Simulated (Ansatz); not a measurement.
Ansatz (a first-principles code) input (B3LYP-D3(BJ)/def2-TZVP):

Ansatz 0.2 input:
```yaml
crystal:
  periodic: [false, false, false]
  atoms:
    - {symbol: Cl, position_ang: [-1.08831466, -1.24132302, 0.03550894]}
    - {symbol: C, position_ang: [0.00000000, -0.00000000, 0.00000000]}
    - {symbol: Cl, position_ang: [1.61889286, -0.32232673, -0.04317288]}
    - {symbol: Cl, position_ang: [-0.53057821, 1.56364975, 0.00766394]}
basis:
  gaussian:
    orbitals: def2-TZVP
hamiltonian:
  xc: b3lyp
  dispersion: d3bj
total_charge: 1
phonons: {temperatures: {t_min: 298.15, t_max: 298.15, t_step: 100}}
```

Output:

```
Functional definition: B3LYP
integrals: 0.07 GiB planned
969 factors; their error is unknown
mean field: 0.58 GiB planned
mean field evaluation 1: about -38594.9650 eV, gradient 3.5e1 eV
mean field evaluation 2: about -38589.6242 eV, gradient 5.8e1 eV
mean field evaluation 4: about -38597.6989 eV, gradient 8.3e-1 eV
mean field evaluation 8: about -38597.7914 eV, gradient 1.3e-2 eV
mean field -38597.79143216 eV, -1418.4426726092 hartree, gradient 6.4e-5 eV, S^2 0.000000; 0 other end points of the search recorded, 0 dependent functions left out
the calculation of the forces begins
reference -38597.79165089 eV, -1418.4426806474 hartree; 28, 28 occupied and 114, 114 virtual orbitals, 969 factors
these checks for a lower state are left out or cut short: stability, starts, cluster_reference, orbital_swaps, neighbouring_geometries, increment
integrals: 0.07 GiB planned
969 factors; their error is unknown
mean field: 0.58 GiB planned
mean field evaluation 16: about -38597.7913 eV, gradient 1.3e-1 eV
mean field -38597.79135265 eV, -1418.4426696872 hartree, gradient 2.7e-6 eV, S^2 0.000000; 0 other end points of the search recorded, 0 dependent functions left out
the calculation of the forces begins
reference -38597.79157134 eV, -1418.4426777241 hartree; 28, 28 occupied and 114, 114 virtual orbitals, 969 factors
these checks for a lower state are left out or cut short: stability, starts, cluster_reference, orbital_swaps, neighbouring_geometries, increment
integrals: 0.07 GiB planned
969 factors; their error is unknown
mean field: 0.58 GiB planned
mean field -38597.79143656 eV, -1418.4426727708 hartree, gradient 1.7e-6 eV, S^2 0.000000; 0 other end points of the search recorded, 0 dependent functions left out
the calculation of the forces begins
reference -38597.79165533 eV, -1418.4426808105 hartree; 28, 28 occupied and 114, 114 virtual orbitals, 969 factors
these checks for a lower state are left out or cut short: stability, starts, cluster_reference, orbital_swaps, neighbouring_geometries, increment
integrals: 0.07 GiB planned
969 factors; their error is unknown
mean field: 0.58 GiB planned
mean field evaluation 32: about -38597.7913 eV, gradient 1.0e-6 eV
mean field -38597.79133823 eV, -1418.4426691572 hartree, gradient 1.0e-6 eV, S^2 0.000000; 0 other end points of the search recorded, 0 dependent functions left out
the calculation of the forces begins
reference -38597.79155695 eV, -1418.4426771953 hartree; 28, 28 occupied and 114, 114 virtual orbitals, 969 factors
these checks for a lower state are left out or cut short: stability, starts, cluster_reference, orbital_swaps, neighbouring_geometries, increment
integrals: 0.07 GiB planned
969 factors; their error is unknown
mean field: 0.58 GiB planned
mean field -38597.79133812 eV, -1418.4426691531 hartree, gradient 1.0e-6 eV, S^2 0.000000; 0 other end points of the search recorded, 0 dependent functions left out
the calculation of the forces begins
reference -38597.79155685 eV, -1418.4426771915 hartree; 28, 28 occupied and 114, 114 virtual orbitals, 969 factors
these checks for a lower state are left out or cut short: stability, starts, cluster_reference, orbital_swaps, neighbouring_geometries, increment
integrals: 0.07 GiB planned
969 factors; their error is unknown
mean field: 0.58 GiB planned
mean field -38597.79141234 eV, -1418.4426718808 hartree, gradient 1.0e-6 eV, S^2 0.000000; 0 other end points of the search recorded, 0 dependent functions left out
the calculation of the forces begins
reference -38597.79163112 eV, -1418.4426799210 hartree; 28, 28 occupied and 114, 114 virtual orbitals, 969 factors
these checks for a lower state are left out or cut short: stability, starts, cluster_reference, orbital_swaps, neighbouring_geometries, increment
integrals: 0.07 GiB planned
969 factors; their error is unknown
mean field: 0.58 GiB planned
mean field -38597.79126970 eV, -1418.4426666388 hartree, gradient 1.0e-6 eV, S^2 0.000000; 0 other end points of the search recorded, 0 dependent functions left out
the calculation of the forces begins
reference -38597.79148838 eV, -1418.4426746752 hartree; 28, 28 occupied and 114, 114 virtual orbitals, 969 factors
these checks for a lower state are left out or cut short: stability, starts, cluster_reference, orbital_swaps, neighbouring_geometries, increment
integrals: 0.07 GiB planned
969 factors; their error is unknown
mean field: 0.58 GiB planned
mean field -38597.79143140 eV, -1418.4426725811 hartree, gradient 1.2e-6 eV, S^2 0.000000; 0 other end points of the search recorded, 0 dependent functions left out
the calculation of the forces begins
reference -38597.79165013 eV, -1418.4426806193 hartree; 28, 28 occupied and 114, 114 virtual orbitals, 969 factors
these checks for a lower state are left out or cut short: stability, starts, cluster_reference, orbital_swaps, neighbouring_geometries, increment
integrals: 0.07 GiB planned
969 factors; their error is unknown
mean field: 0.58 GiB planned
mean field evaluation 64: about -38597.7914 eV, gradient 1.0e-1 eV
mean field -38597.79141140 eV, -1418.4426718464 hartree, gradient 2.9e-6 eV, S^2 0.000000; 0 other end points of the search recorded, 0 dependent functions left out
the calculation of the forces begins
reference -38597.79163014 eV, -1418.4426798847 hartree; 28, 28 occupied and 114, 114 virtual orbitals, 969 factors
Total energy: -38598.04082835 eV, -1418.4518377501 hartree
Atom 0 at    -1.088315    -1.241323     0.035509 Å, force    -0.000028    -0.000032     0.000001 eV/Å
Atom 1 at     0.000000     0.000000     0.000000 Å, force     0.000088     0.000101    -0.000003 eV/Å
Atom 2 at     1.618893    -0.322327    -0.043173 Å, force    -0.000068    -0.000001     0.000002 eV/Å
Atom 3 at    -0.530578     1.563650     0.007664 Å, force     0.000008    -0.000068     0.000000 eV/Å
Dipole moment:    -0.000000    -0.000000     0.000000 e Å
Vibrations: 308.84 308.86 526.95 541.23 1027.87 1027.89 cm⁻¹, zero-point energy 0.231952 eV
```
